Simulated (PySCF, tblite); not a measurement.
Compound: C5H9NOSi.
Bonds: C1–C2 (triple), C2–C3, C3–O4 (double), C3–N5, N5–C6, C6–C7, C7–Si8. Hydrogens: H9 on C1; H10 on N5; H11, H12 on C6; H13, H14 on C7; H15, H16, H17 on Si8.

Computed with GFN2-xTB (tblite), gas phase: Langevin dynamics at 300 K from the optimised GFN2-xTB geometry, time step 0.5 fs, friction 0.01 fs⁻¹, 2000 steps. Over the second half of the run the saved frames average 311 K.

Frame at 250 fs, instantaneous temperature 198 K:
```
atom  x, y, z in Å
C1      3.575    0.598    0.222
C2      2.406    0.426    0.020
C3      1.127   -0.183   -0.315
O4      0.856   -0.689   -1.389
N5      0.444   -0.365    0.819
C6     -0.777   -1.130    0.967
C7     -2.058   -0.256    1.011
Si8    -2.171    1.088   -0.371
H9      4.601    0.887    0.354
H10     0.709    0.209    1.601
H11    -0.803   -1.774    0.086
H12    -0.664   -1.791    1.818
H13    -2.855   -0.916    1.068
H14    -2.121    0.271    1.946
H15    -0.812    1.505   -0.531
H16    -3.038    2.088    0.173
H17    -2.646    0.617   -1.705
```

Frame at 425 fs, instantaneous temperature 263 K:
```
atom  x, y, z in Å
C1      3.235    1.308    0.320
C2      2.377    0.490    0.105
C3      1.163   -0.364   -0.008
O4      0.912   -1.014   -0.983
N5      0.404   -0.252    1.095
C6     -0.913   -0.838    1.216
C7     -1.925    0.308    1.213
Si8    -2.297    0.912   -0.594
H9      4.107    1.865    0.616
H10     0.673    0.328    1.856
H11    -1.012   -1.544    0.378
H12    -0.988   -1.434    2.128
H13    -2.915    0.097    1.594
H14    -1.575    1.105    1.919
H15    -1.123    1.301   -1.349
H16    -3.246    1.948   -0.536
H17    -2.862   -0.206   -1.454
```

Frame at 625 fs, instantaneous temperature 250 K:
```
atom  x, y, z in Å
C1      3.288    1.368    0.362
C2      2.185    0.911    0.261
C3      1.081   -0.067    0.179
O4      1.183   -1.178   -0.298
N5      0.071    0.233    1.079
C6     -1.022   -0.674    1.243
C7     -2.389   -0.041    0.835
Si8    -2.527    0.916   -0.813
H9      4.094    2.011    0.564
H10    -0.194    1.183    1.263
H11    -0.874   -1.536    0.619
H12    -1.064   -0.973    2.338
H13    -3.208   -0.805    0.799
H14    -2.615    0.629    1.718
H15    -1.374    0.815   -1.634
H16    -2.718    2.320   -0.510
H17    -3.651    0.405   -1.630
```

Frame at 800 fs, instantaneous temperature 271 K:
```
atom  x, y, z in Å
C1      2.626    1.743    0.535
C2      1.845    0.862    0.742
C3      0.941   -0.316    0.788
O4      1.047   -1.387    0.276
N5     -0.106    0.052    1.536
C6     -1.341   -0.644    1.357
C7     -2.453    0.261    0.928
Si8    -2.352    0.832   -0.918
H9      3.162    2.665    0.331
H10    -0.085    0.930    1.970
H11    -1.123   -1.441    0.687
H12    -1.696   -1.075    2.294
H13    -3.387   -0.255    1.101
H14    -2.442    1.104    1.553
H15    -1.862   -0.114   -1.883
H16    -1.614    2.182   -1.060
H17    -3.764    1.194   -1.293
```

Frame at 1000 fs, instantaneous temperature 365 K:
```
atom  x, y, z in Å
C1      2.375    2.277    1.007
C2      1.518    1.436    0.974
C3      0.715    0.258    0.997
O4      0.885   -0.665    0.267
N5     -0.416    0.551    1.653
C6     -1.492   -0.425    1.728
C7     -2.723   -0.200    0.858
Si8    -2.447    0.738   -0.758
H9      2.952    3.203    0.955
H10    -0.509    1.406    2.131
H11    -1.062   -1.384    1.578
H12    -1.835   -0.357    2.796
H13    -3.188   -1.183    0.604
H14    -3.501    0.279    1.420
H15    -1.040    0.571   -1.098
H16    -2.716    2.345   -0.551
H17    -3.309    0.461   -1.843
```

Q: What do single points at PBE0/pcSseg-1 (PySCF, gas phase) give on these frames?

A: 
| t (fs) | GFN2-xTB E above start (eV) | DFT E above lowest frame (eV) | HOMO (eV) | LUMO (eV) | dipole (D) |
| --- | --- | --- | --- | --- | --- |
| 250 | 0.42 | 0.12 | -7.63 | -0.82 | 3.99 |
| 425 | 0.39 | 0.00 | -7.77 | -0.81 | 4.58 |
| 625 | 0.52 | 0.29 | -7.69 | -1.03 | 3.44 |
| 800 | 0.54 | 0.21 | -7.68 | -0.85 | 3.58 |
| 1000 | 0.77 | 0.46 | -7.74 | -0.95 | 3.58 |

The two levels order the frames alike by energy but for pairs within 0.08 eV at one level; measured from each level's lowest frame they differ by 0.16 eV at most. The HOMO–LUMO gap runs from 6.66 to 6.96 eV. These are instantaneous structures, not minima.

Q: And the isotropic GIAO shieldings (ppm) from the same runs?

A: 
```
atom  250 fs  425 fs  625 fs  800 fs  1000 fs   mean  range
  C1   104.2   108.6   103.0   107.0    105.1  105.6    5.6
  C2   101.9    99.0    99.9   100.6    102.2  100.7    3.2
  C3    32.0    36.4    29.2    37.3     37.0   34.4    8.1
  O4   -74.6   -57.3  -124.5   -54.2    -74.9  -77.1   70.3
  N5   117.4   116.6   113.7   116.9    119.6  116.8    5.9
  C6   149.6   149.7   148.0   152.0    151.6  150.2    4.0
  C7   178.2   170.0   173.0   175.0    181.5  175.5   11.5
 Si8   429.9   419.8   432.2   421.0    418.6  424.3   13.6
  H9    28.9    28.9    29.6    28.6     28.4   28.9    1.2
 H10    27.1    27.0    27.4    27.6     26.5   27.1    1.1
 H11    27.8    27.4    27.3    28.0     28.2   27.7    0.9
 H12    28.9    28.7    27.7    28.7     28.0   28.4    1.2
 H13    32.1    30.7    29.6    30.8     30.1   30.7    2.5
 H14    31.5    30.5    29.4    32.0     31.0   30.9    2.6
 H15    28.3    27.8    28.6    28.1     27.7   28.1    0.9
 H16    28.5    28.6    28.2    26.8     26.0   27.6    2.6
```

What follows is the cost of the whole dynamics run. Hardware: one thread of an AMD EPYC, no GPU, shared host. Cost: 53 s wall, 48 s CPU, 0.19 GiB resident at most.
